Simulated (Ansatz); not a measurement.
Mulliken charges of AsH$_{4}$NS, SMILES `N[AsH]S` from ωB97M-V/def2-TZVPP in Ansatz (PBE0-D4/def2-TZVP geometry).

```tsv
atom	x (Å)	y (Å)	z (Å)	charge (e)
N1	-0.979	0.121	-0.739	-0.358
As2	-0.170	-0.044	0.903	0.260
S3	1.925	-0.569	0.297	-0.272
H4	-1.979	-0.013	-0.695	0.116
H5	-0.744	0.930	-1.295	0.125
H6	0.283	1.402	1.115	0.013
H7	1.725	-1.895	0.369	0.117
```

Q: By hand: the dipole of these point charges (1 e Å = 4.8032 D).

A: Σ q r = (-0.334, 0.011, 0.234) e Å, of length 0.408 e Å = 1.96 D.

Q: How does the dipole of the full density compare? (Estimate.)

A: Ansatz gave: (-0.383, 0.132, -0.007) e Å, 1.95 D; the point charges give 1.01 times that, at 39° from its direction.

Point charges leave out the atoms' own dipoles, such as those of lone pairs, and Mulliken's split depends on the basis, so the two needn't agree.
